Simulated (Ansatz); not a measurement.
`C[Si](O)(F)Cl` + `N=C=O` → `C[Si](F)(Cl)N=C=O` + H₂O at 298.15 K and 1 bar (ligand exchange at the Si–O bond).

Computed with Ansatz on PBE0-D4/def2-TZVP structures; ΔE is electronic, products minus reactants. CBS: MP2 limit from def2 TZ/QZ plus the TZ coupled-cluster correction, frozen cores. This one scheme is used for every species. Each species was taken in one conformer, which may not be the lowest.

| species | CCSD(T)/CBS energy (Eh) | H − E (kJ/mol) | S (J/(mol·K)) |
| --- | --- | --- | --- |
| `C[Si](O)(F)Cl` | -964.48585 | 168.8 | 345.4 |
| `N=C=O` | -168.51995 | 67.5 | 238.3 |
| `C[Si](F)(Cl)N=C=O` | -1056.62222 | 172.9 | 398.5 |
| H₂O | -76.37941 | 66.4 | 188.7 |

H − E and S are ideal-gas, rigid-rotor, harmonic terms from PBE0-D4/def2-TZVP, for one conformer and one mirror image of each species. 1 Eh = 2625.50 kJ/mol, R = 8.31446 J/(mol·K).

Task: By hand: ΔE, ΔH, ΔS and ΔG.

Result: ΔE = (-1056.62222) + (-76.37941) − (-964.48585) − (-168.51995) = 0.00417 Eh = 10.9 kJ/mol. Δ(H − E) = 172.9 + 66.4 − 168.8 − 67.5 = 3.0, so ΔH = 13.9 kJ/mol. ΔS = 398.5 + 188.7 − 345.4 − 238.3 = 3.5 J/(mol·K). ΔG = 13.9 − 298.15 × (3.5)/1000 = 12.9 kJ/mol.

Task: By hand: the equilibrium constant, and the temperature at which ΔG would vanish if ΔH and ΔS stayed fixed.

Result: log₁₀ K = −ΔG/(RT ln 10) = -2.3. ΔG = 0 at ΔH/ΔS = 3971 K, far beyond where these terms or the molecules hold.

The number of gas molecules stays the same, so ΔS is small and ΔH decides. A doubt of 5 kJ/mol in ΔE shifts log₁₀ K by 0.9 here. Other conformers and mirror images would add mixing entropy, several J/(mol·K) or more a flexible species. Modes under 60 cm⁻¹, often nearly free rotors, make the harmonic entropy too high. These are equilibria of isolated gas molecules and say nothing of rates. Largest T1 diagnostic: 0.018 (customary marks: 0.02 for closed shells, 0.045 for open ones).
